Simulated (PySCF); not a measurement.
Ground-state electric properties of a mixed set of molecules.

All values: PBE0/def2-SVPD (PySCF) at GFN2-xTB geometries, gas phase, one conformer each. Core orbitals are frozen in the response; Δα² is half the sum of the squared differences of the principal polarisabilities.

Question: Rank by dipole moment, lowest first.
A. `[N:1]#[C:2][SiH2:3][OH:4]` with C2–Si3–O4–H 56°
B. `[CH3:1][C@@:2]1([CH2:3][Cl:4])[CH2:5][CH2:6][O:7]1` with C1–C2–C3–Cl4 68°
C. `[CH2:1]=[CH:2][C:3](=[CH2:4])[CH2:5][NH:6][CH3:7]` with C1–C2–C3–C4 178°, C2–C3–C5–N6 -77°, C3–C5–N6–C7 174°
D. `C/N=C1\CC[C@@H]1C`
E. `[H]/[N:1]=[CH:2]\[c:3]1[cH:4][cH:5][cH:6][cH:7][c:8]1[SH:9]` with N1–C2–C3–C4 -32°, C7–C8–S9–H 163°

Answer: C (0.80 D), B (1.27 D), D (1.67 D), E (2.46 D), A (3.16 D).

Question: Rank by HOMO–LUMO gap, lowest first.
A. `C=CC(=C)CNC`
B. `[H]/N=C\c1ccccc1S`
C. `N#C[SiH2]O`
D. `Cc1nccnc1Cl`
E. `O(C/C(=C\Cl)C)C`
F. `C1CC([C@@H]2CN2)C1`

Answer: B (5.09 eV), A (5.48 eV), D (5.96 eV), E (7.04 eV), F (7.66 eV), C (8.50 eV).

All values together:

```json
{"SMILES": "COC/C(C)=C\\Cl", "formula": "C5H9ClO", "μ (D)": "1.18", "HOMO (eV)": "-7.24", "LUMO (eV)": "-0.21", "α (Å³)": "11.88", "Δα (Å³)": "3.99", "electrons": "64", "α per electron (Å³)": "0.186"}
{"SMILES": "C=CC(=C)CNC", "formula": "C6H11N", "μ (D)": "0.80", "HOMO (eV)": "-6.39", "LUMO (eV)": "-0.92", "α (Å³)": "12.69", "Δα (Å³)": "5.83", "electrons": "54", "α per electron (Å³)": "0.235"}
{"SMILES": "C1CC([C@@H]2CN2)C1", "formula": "C6H11N", "μ (D)": "1.73", "HOMO (eV)": "-6.87", "LUMO (eV)": "0.79", "α (Å³)": "11.05", "Δα (Å³)": "2.91", "electrons": "54", "α per electron (Å³)": "0.205"}
{"SMILES": "N#C[SiH2]O", "formula": "CH3NOSi", "μ (D)": "3.16", "HOMO (eV)": "-9.65", "LUMO (eV)": "-1.15", "α (Å³)": "6.48", "Δα (Å³)": "2.45", "electrons": "38", "α per electron (Å³)": "0.171"}
{"SMILES": "C[C@@]1(CCl)CCO1", "formula": "C5H9ClO", "μ (D)": "1.27", "HOMO (eV)": "-7.49", "LUMO (eV)": "0.47", "α (Å³)": "11.12", "Δα (Å³)": "2.52", "electrons": "64", "α per electron (Å³)": "0.174"}
{"SMILES": "C/N=C1\\CC[C@@H]1C", "formula": "C6H11N", "μ (D)": "1.67", "HOMO (eV)": "-6.71", "LUMO (eV)": "0.03", "α (Å³)": "11.67", "Δα (Å³)": "4.30", "electrons": "54", "α per electron (Å³)": "0.216"}
{"SMILES": "CO[C@]1(F)CO1", "formula": "C3H5FO2", "μ (D)": "1.14", "HOMO (eV)": "-8.67", "LUMO (eV)": "0.82", "α (Å³)": "6.54", "Δα (Å³)": "2.19", "electrons": "48", "α per electron (Å³)": "0.136"}
{"SMILES": "Cc1nccnc1Cl", "formula": "C5H5ClN2", "μ (D)": "1.31", "HOMO (eV)": "-7.65", "LUMO (eV)": "-1.69", "α (Å³)": "12.56", "Δα (Å³)": "7.84", "electrons": "66", "α per electron (Å³)": "0.190"}
{"SMILES": "OC[C@@H]1O[C@@H]1F", "formula": "C3H5FO2", "μ (D)": "1.37", "HOMO (eV)": "-8.26", "LUMO (eV)": "0.57", "α (Å³)": "6.58", "Δα (Å³)": "1.69", "electrons": "48", "α per electron (Å³)": "0.137"}
{"SMILES": "[H]/N=C\\c1ccccc1S", "formula": "C7H7NS", "μ (D)": "2.46", "HOMO (eV)": "-6.74", "LUMO (eV)": "-1.66", "α (Å³)": "16.34", "Δα (Å³)": "9.92", "electrons": "72", "α per electron (Å³)": "0.227"}
```

Conformers: `[CH3:1][O:2][CH2:3]/[C:4]([CH3:5])=[CH:6]\[Cl:7]` with C1–O2–C3–C4 71°, O2–C3–C4–C5 61°; `[CH2:1]=[CH:2][C:3](=[CH2:4])[CH2:5][NH:6][CH3:7]` with C1–C2–C3–C4 178°, C2–C3–C5–N6 -77°, C3–C5–N6–C7 174°; `[CH2:1]1[CH2:2][CH:3]([C@@H:4]2[CH2:5][NH:6]2)[CH2:7]1` with C2–C3–C4–C5 -96°, C7–C1–C2–C3 9°, C1–C2–C3–C4 -128°, C3–C4–C5–N6 -110°, C2–C3–C7–C1 9°; `[N:1]#[C:2][SiH2:3][OH:4]` with C2–Si3–O4–H 56°; `[CH3:1][C@@:2]1([CH2:3][Cl:4])[CH2:5][CH2:6][O:7]1` with C1–C2–C3–Cl4 68°; `[CH3:1][O:2][C@:3]1([F:4])[CH2:5][O:6]1` with C1–O2–C3–F4 -69°; `[OH:1][CH2:2][C@@H:3]1[O:4][C@@H:5]1[F:6]` with H–O1–C2–C3 62°, O1–C2–C3–O4 -92°; `[H]/[N:1]=[CH:2]\[c:3]1[cH:4][cH:5][cH:6][cH:7][c:8]1[SH:9]` with N1–C2–C3–C4 -32°, C7–C8–S9–H 163°.

Q: How closely does the mean polarisability follow the number of electrons in this set?

A: The correlation coefficient is 0.86; α per electron runs from 0.136 to 0.235 Å³.
